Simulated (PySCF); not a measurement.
C2H9FO2Si2 (SMILES C[Si](O)(O)C[SiH2]F), singlet, geometry from GFN2-xTB, atoms displaced at random by about 0.03 Å a coordinate; TPSS/STO-3G, gradient by finite differences in PySCF.

Input for PySCF:
```python
from pyscf import gto, scf, dft

mol = gto.Mole()
mol.atom = '''
    Si    1.496968    0.450776    1.361818
    F     2.053789   -0.883527    0.686711
    C     0.313323    1.238688    0.204871
    Si   -0.815506    0.008298   -0.615622
    C    -1.881961   -0.878024    0.702597
    O    -1.779498    0.861031   -1.658418
    O    -0.009734   -1.019825   -1.575534
    H     0.974138   -0.012991    2.626336
    H     2.768241    1.227487    1.553933
    H     0.836847    1.818914   -0.556475
    H    -0.337426    2.007301    0.752769
    H    -1.333884   -1.378247    1.371189
    H    -2.571559   -1.669322    0.239703
    H    -2.613748   -0.177267    1.251063
    H    -2.079450    0.486390   -2.479920
    H     0.685851   -1.552786   -1.168524
'''
mol.basis = 'sto-3g'
mol.charge = 0
mol.spin = 0
mol.verbose = 4
mol.build()

mf = dft.RKS(mol)
mf.xc = 'tpss'
mf.conv_tol = 1e-11
mf.kernel()
scan, done = mf.as_scanner(), []
scan.scf_summary = {}
def energy(d):
    c = mol.atom_coords()
    c[4, 2] += d
    e = scan(mol.set_geom_(c, unit='Bohr', inplace=False))
    done.append(scan.converged)
    return e
h = 1e-4
fd = (energy(h) - energy(-h)) / (2 * h)
print('dE/dx =', fd)
```

Output, abridged:

```
PySCF version 2.14.0

[INPUT] verbose = 4
[INPUT] num. atoms = 16
[INPUT] num. electrons = 74
[INPUT] charge = 0
[INPUT] spin (= nelec alpha-beta = 2S) = 0
[INPUT] symmetry False subgroup None
[INPUT] Mole.unit = angstrom
[INPUT] Symbol           X                Y                Z      unit          X                Y                Z       unit  Magmom
[...]
nuclear repulsion = 496.274181979623
number of shells = 34
number of NR pGTOs = 156
number of NR cGTOs = 52
basis = sto-3g
ecp = {}

******** <class 'pyscf.dft.rks.RKS'> ********
method = RKS
initial guess = minao
damping factor = 0
level_shift factor = 0
DIIS = <class 'pyscf.scf.diis.CDIIS'>
diis_start_cycle = 1
diis_space = 8
diis_damp = 0
SCF conv_tol = 1e-11
SCF conv_tol_grad = None
SCF max_cycles = 50
direct_scf = True
direct_scf_tol = 1e-13
XC library pyscf.dft.libxc version 7.1.2
    S. Lehtola, C. Steigemann, M. J. T. Oliveira, and M. A. L. Marques,  SoftwareX 7, 1–5 (2018)
XC functionals = tpss
    J. Tao, J. P. Perdew, V. N. Staroverov, and G. E. Scuseria,  Phys. Rev. Lett. 91, 146401 (2003)
    J. P. Perdew, J. Tao, V. N. Staroverov, and G. E. Scuseria,  J. Chem. Phys. 120, 6898 (2004)
    J. Tao, J. P. Perdew, V. N. Staroverov, and G. E. Scuseria,  Phys. Rev. Lett. 91, 146401 (2003)
    J. P. Perdew, J. Tao, V. N. Staroverov, and G. E. Scuseria,  J. Chem. Phys. 120, 6898 (2004)
radial grids:
    Treutler-Ahlrichs [JCP 102, 346 (1995); DOI:10.1063/1.469408] (M4) radial grids

becke partition: Becke, JCP 88, 2547 (1988); DOI:10.1063/1.454033
pruning grids: <function nwchem_prune>
grids dens level: 3
symmetrized grids: False
atomic radii adjust function: <function treutler_atomic_radii_adjust>
small_rho_cutoff = 0
Set gradient conv threshold to 3.16228e-06
Initial guess from minao.
tot grids = 197296
init E= -900.173734270765
[...]
cycle= 1 E= -899.527109619786  delta_E= 0.647  |g|= 0.91  |ddm|= 4.72
[...]
cycle= 2 E= -899.27295222485  delta_E= 0.254  |g|= 1.32  |ddm|= 3.42
[...]
cycle= 3 E= -899.822795130413  delta_E= -0.55  |g|= 0.179  |ddm|=  2.2
[...]
cycle= 4 E= -899.832570140063  delta_E= -0.00978  |g|= 0.0607  |ddm|= 0.362
[...]
cycle= 5 E= -899.833682704932  delta_E= -0.00111  |g|= 0.0128  |ddm|= 0.0942
[...]
cycle= 6 E= -899.833737733366  delta_E= -5.5e-05  |g|= 0.0029  |ddm|= 0.0235
[...]
cycle= 7 E= -899.833740602847  delta_E= -2.87e-06  |g|= 0.000511  |ddm|= 0.00509
[...]
cycle= 8 E= -899.833740695964  delta_E= -9.31e-08  |g|= 0.000145  |ddm|= 0.00107
[...]
cycle= 9 E= -899.833740703798  delta_E= -7.83e-09  |g|= 2.4e-05  |ddm|= 0.000269
[...]
cycle= 10 E= -899.83374070399  delta_E= -1.92e-10  |g|= 4.09e-06  |ddm|= 4.37e-05
[...]
cycle= 11 E= -899.833740703999  delta_E= -9.09e-12  |g|= 2.15e-06  |ddm|= 1.01e-05
[...]
Extra cycle  E= -899.833740703996  delta_E= 3.18e-12  |g|= 2.99e-06  |ddm|= 8.27e-06
converged SCF energy = -899.833740703996
Create scanner for <class 'pyscf.dft.rks.RKS'>

WARN: Mole.unit (angstrom) is changed to Bohr

New geometry
   1 Si     1.496968000000   0.450776000000   1.361818000000 AA    2.828859537238   0.851843183527   2.573463051503 Bohr
   2 F      2.053789000000  -0.883527000000   0.686711000000 AA    3.881098727644  -1.669624053659   1.297695716726 Bohr
   3 C      0.313323000000   1.238688000000   0.204871000000 AA    0.592094658527   2.340781073785   0.387150080866 Bohr
   4 Si    -0.815506000000   0.008298000000  -0.615622000000 AA   -1.541082992940   0.015680947382  -1.163356976257 Bohr
   5 C     -1.881961000000  -0.878024000000   0.702649917721 AA   -3.556390867113  -1.659224890795   1.327815905941 Bohr
   6 O     -1.779498000000   0.861031000000  -1.658418000000 AA   -3.362763859211   1.627112774760  -3.133955820049 Bohr
   7 O     -0.009734000000  -1.019825000000  -1.575534000000 AA   -0.018394594097  -1.927189944985  -2.977327759940 Bohr
   8 H      0.974138000000  -0.012991000000   2.626336000000 AA    1.840854027532  -0.024549432084   4.963055751086 Bohr
[...]
converged SCF energy = -899.833733940053

WARN: Mole.unit (angstrom) is changed to Bohr

New geometry
   1 Si     1.496968000000   0.450776000000   1.361818000000 AA    2.828859537238   0.851843183527   2.573463051503 Bohr
   2 F      2.053789000000  -0.883527000000   0.686711000000 AA    3.881098727644  -1.669624053659   1.297695716726 Bohr
   3 C      0.313323000000   1.238688000000   0.204871000000 AA    0.592094658527   2.340781073785   0.387150080866 Bohr
   4 Si    -0.815506000000   0.008298000000  -0.615622000000 AA   -1.541082992940   0.015680947382  -1.163356976257 Bohr
   5 C     -1.881961000000  -0.878024000000   0.702544082279 AA   -3.556390867113  -1.659224890795   1.327615905941 Bohr
   6 O     -1.779498000000   0.861031000000  -1.658418000000 AA   -3.362763859211   1.627112774760  -3.133955820049 Bohr
   7 O     -0.009734000000  -1.019825000000  -1.575534000000 AA   -0.018394594097  -1.927189944985  -2.977327759940 Bohr
   8 H      0.974138000000  -0.012991000000   2.626336000000 AA    1.840854027532  -0.024549432084   4.963055751086 Bohr
   9 H      2.768241000000   1.227487000000   1.553933000000 AA    5.231217336792   2.319614251464   2.936507785924 Bohr
  10 H      0.836847000000   1.818914000000  -0.556475000000 AA    1.581411638164   3.437249304137  -1.051585345167 Bohr
  11 H     -0.337426000000   2.007301000000   0.752769000000 AA   -0.637642727307   3.793249139566   1.422527245063 Bohr
  12 H     -1.333884000000  -1.378247000000   1.371189000000 AA   -2.520675441939  -2.604509362003   2.591171675016 Bohr
  13 H     -2.571559000000  -1.669322000000   0.239703000000 AA   -4.859542223160  -3.154561393711   0.452973021237 Bohr
  14 H     -2.613748000000  -0.177267000000   1.251063000000 AA   -4.939267878630  -0.334986080923   2.364166434577 Bohr
  15 H     -2.079450000000   0.486390000000  -2.479920000000 AA   -3.929590989727   0.919143889727  -4.686369610831 Bohr
  16 H      0.685851000000  -1.552786000000  -1.168524000000 AA    1.296070552259  -2.934340270059  -2.208190329981 Bohr

******** <class 'pyscf.scf.hf.RKS_Scanner'> ********
method = RKS_Scanner
initial guess = minao
damping factor = 0
level_shift factor = 0
DIIS = <class 'pyscf.scf.diis.CDIIS'>
diis_start_cycle = 1
diis_space = 8
diis_damp = 0
SCF conv_tol = 1e-11
SCF conv_tol_grad = None
SCF max_cycles = 50
direct_scf = True
direct_scf_tol = 1e-13
XC library pyscf.dft.libxc version 7.1.2
    S. Lehtola, C. Steigemann, M. J. T. Oliveira, and M. A. L. Marques,  SoftwareX 7, 1–5 (2018)
XC functionals = tpss
    J. Tao, J. P. Perdew, V. N. Staroverov, and G. E. Scuseria,  Phys. Rev. Lett. 91, 146401 (2003)
    J. P. Perdew, J. Tao, V. N. Staroverov, and G. E. Scuseria,  J. Chem. Phys. 120, 6898 (2004)
    J. Tao, J. P. Perdew, V. N. Staroverov, and G. E. Scuseria,  Phys. Rev. Lett. 91, 146401 (2003)
    J. P. Perdew, J. Tao, V. N. Staroverov, and G. E. Scuseria,  J. Chem. Phys. 120, 6898 (2004)
radial grids:
    Treutler-Ahlrichs [JCP 102, 346 (1995); DOI:10.1063/1.469408] (M4) radial grids

becke partition: Becke, JCP 88, 2547 (1988); DOI:10.1063/1.454033
pruning grids: <function nwchem_prune>
grids dens level: 3
symmetrized grids: False
atomic radii adjust function: <function treutler_atomic_radii_adjust>
small_rho_cutoff = 0
Set gradient conv threshold to 3.16228e-06
tot grids = 197296
init E= -899.833735553613
[...]
cycle= 1 E= -899.833747461005  delta_E= -1.19e-05  |g|= 3.24e-05  |ddm|= 0.000213
[...]
cycle= 2 E= -899.833747461327  delta_E= -3.22e-10  |g|= 2.21e-05  |ddm|= 0.0001
[...]
cycle= 3 E= -899.833747461495  delta_E= -1.68e-10  |g|= 6.49e-06  |ddm|= 4.53e-05
[...]
cycle= 4 E= -899.833747461512  delta_E= -1.77e-11  |g|= 1.18e-06  |ddm|= 1.17e-05
[...]
cycle= 5 E= -899.833747461514  delta_E= -1.59e-12  |g|= 2.54e-07  |ddm|= 2.08e-06
[...]
Extra cycle  E= -899.833747461507  delta_E= 6.59e-12  |g|= 3.13e-07  |ddm|= 8.38e-07
converged SCF energy = -899.833747461507
dE/dx = 0.06760727160326496
```
